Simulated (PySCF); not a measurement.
Species: C2H8BP.
SMILES: `C=C[BH2-][PH3+]`

A linear-response calculation (PySCF, def2-SVPD basis, gas phase, vertical, core orbitals frozen in the response) gave these numbers; the functional is withheld.

Orbital energies (eV): HOMO-3 -10.73, HOMO-2 -9.86, HOMO-1 -9.67, HOMO -8.21, LUMO 0.71, LUMO+1 1.11, LUMO+2 1.45.

| state | E (eV) | f | main configurations (H = HOMO, L = LUMO) |
| --- | --- | --- | --- |
| S1 | 6.41 | 0.292 | H→L (72%), H→L+1 (16%) |
| S2 | 6.59 | 0.025 | H→L+1 (77%), H→L (16%) |
| S3 | 6.84 | 0.061 | H→L+2 (32%), H→L+3 (22%), H-1→L (11%) |
| S4 | 6.87 | 0.052 | H→L+2 (28%), H-1→L (23%), H-1→L+1 (18%) |
| S5 | 6.93 | 0.011 | H→L+3 (59%), H→L+2 (28%) |
| S6 | 7.35 | 0.0051 | H-2→L (45%), H-2→L+1 (30%), H-1→L (11%) |

Triplets, Tamm–Dancoff:

```tsv
state	E (eV)	λ (nm)	main configurations (H = HOMO, L = LUMO)
T1	4.12	300.9	H→L+1 (34%), H→L (31%), H→L+5 (10%)
T2	6.33	195.9	H-1→L+1 (24%), H-1→L (24%), H-2→L+1 (10%)
T3	6.43	192.9	H→L (44%), H→L+1 (25%), H→L+2 (15%)
T4	6.47	191.7	H→L+1 (28%), H→L+2 (20%), H→L+3 (19%)
```

Vertical ionisation energy by ΔSCF with the same functional: 9.03 eV. Mean static polarisability: 72.1 au.

Question: Name the functional.
A. HF
B. CAM-B3LYP
C. PBE
D. PBE0

Answer: B. CAM-B3LYP is range-separated, 19% exact exchange at short range and 65% at long range (ω = 0.33 bohr⁻¹). In this run −ε(HOMO) = 8.21 eV differs from the ΔSCF value by -0.82 eV, and S1 differs from the orbital gap of 8.92 eV by -2.51 eV. The ratio −ε(HOMO)/IP is 0.91. Usual ranges for neutral molecules in this basis: 0.85 to 0.93 with CAM-B3LYP, 0.5 to 0.7 with PBE, 0.7 to 0.83 with PBE0; Hartree–Fock can't fall below 1, since the ion's relaxation only lowers the ΔSCF value.

Theory: TDDFT CAM-B3LYP/def2-SVPD, vertical, gas phase, core orbitals frozen in the response in PySCF. Isolated species at its PBE0-D3(BJ)/def2-SVP geometry (one conformer only).

Time: 25 s of wall time. Hardware: one thread of an x86-64 server, shared host.

The values belong to the conformer `[CH2:1]=[CH:2][BH2-:3][PH3+:4]`: C1–C2–B3–P4 -103°.
